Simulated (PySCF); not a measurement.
# Excitation energy of Hg by level of theory

Hg [Xe] 4f14 5d10 6s2 (1S) → Hg [Xe] 4f14 5d9 6s2 6p1 (high-spin determinant), as a difference of total energies. Computed with PySCF 2.14 in x2c-TZVPPall (11s7p7d3f1g, 97 functions), with the spin-free X2C one-electron Hamiltonian (Gaussian nucleus). Correlated levels: valence: [Xe] 4f14 frozen; valence and next inner shell: [Kr] 4d10 4f14 frozen. The calculations carry no spin-orbit coupling.

```csv
method,excitation energy (eV)
UHF,8.751
LDA,10.074
PBE,9.810
PBE0,9.702
r2SCAN,9.735
MP2 (valence),10.308
SCS-MP2 (valence),10.216
MP2 (valence and next inner shell),10.185
SCS-MP2 (valence and next inner shell),10.060
```

**Question.** How much does correlation contribute at MP2 (valence and next inner shell)?

**Answer.** 10.185 − (8.751) = 1.434 eV, measured against UHF.

A first-order spin-orbit estimate (lowest level to lowest level, LS coupling) adds -0.493 eV.

The basis was made for the ground configuration and has no added diffuse functions, so the excitation energy can come out too high.

The determinant of the upper state mixes LS terms, which raises its energy above the lowest term, most at the Hartree-Fock and MP2 levels.
